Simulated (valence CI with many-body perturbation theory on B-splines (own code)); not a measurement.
The numbers below are computed, except where a source is named.
## Sensitivity of CI+MBPT for Pm29+

Method: configuration interaction combined with many-body perturbation theory (CI+MBPT): four valence electrons over a frozen Dirac-Fock core [Ar] 3d10, radial functions for each j: 6 s, 6 p, 5 d, 3 f, 1 g, with the one-electron correlation potential Σ1, the two-electron term Σ2, the three-electron term Σ3, Breit, model QED; selected CI, second order for the rest, scaled by the run's own slope (own B-spline code, finite nucleus).

The last digits are not significant, and no measured levels were compared; by estimate large intervals hold to a few tenths of a per cent, small ones and those within an open d or f shell to about a per cent.

The reference run has the lowest level (4s^2 4p1/2^2) J=0 and an ionisation energy of 1115.03 eV. Its largest variational space holds 9999 state functions.

Levels are named by their leading jj configuration (3d3/2^4 stands for four electrons in 3d with j = 3/2), which in mixed levels can hold well under half, so a name can repeat and another be missing. Letters in brackets count levels of one name in rising energy.

Changed runs:
A. scale of Σ2 1 → 0
B. correlating orbitals by l 3 3 3 2 1 → 3 2 2 4 3
C. cutoff of virtual states (hartree) 7442 → 1800
D. correlating orbitals by l 3 3 3 2 1 → 0 0 0 0 0 (bad on purpose)

Excitation energies of the reference run in cm⁻¹, and shifts in cm⁻¹:

| Level | Reference | A | B | C | D |
| --- | --- | --- | --- | --- | --- |
| (4s^2 4p1/2 4p3/2) J=1 | 242686 | -1024 | +14 | -22 | -335 |
| (4s^2 4p1/2 4p3/2) J=2 | 267986 | -618 | -1.4 | -22 | +102 |
| (4s^2 4p3/2^2) J=2 | 529733 | -1411 | +3.8 | -43 | -37 |
| (4s^2 4p3/2^2) J=0 | 586689 | -382 | -25 | -43 | +680 |
| (4s 4p1/2^2 4p3/2) J=2 | 763273 | -2760 | +31 | +23 | -643 |
| (4s 4p1/2^2 4p3/2) J=1 | 851262 | +780 | +9.2 | +20 | +153 |
| (4s 4p1/2 4p3/2^2) J=2 | 988034 | -4009 | +38 | +0.3 | -837 |
| (4s 4p1/2 4p3/2^2) J=3 | 1036940 | -2890 | +24 | -1.7 | -376 |
| (4s^2 4p1/2 4d3/2) J=2 [a] | 1088620 | -1143 | -0.3 | -38 | -153 |
| (4s 4p1/2 4p3/2^2) J=0 | 1088920 | -1411 | +1.5 | +0.2 | +221 |
| (4s 4p1/2 4p3/2^2) J=1 [a] | 1112590 | +487 | +8.0 | -2.9 | +108 |
| (4s 4p1/2 4p3/2^2) J=1 [b] | 1154170 | +5582 | -4.8 | +0.6 | +623 |
| Ionisation energy (eV) | 1115.03 | -0.05 | +0.0029 | -0.016 | -0.14 |
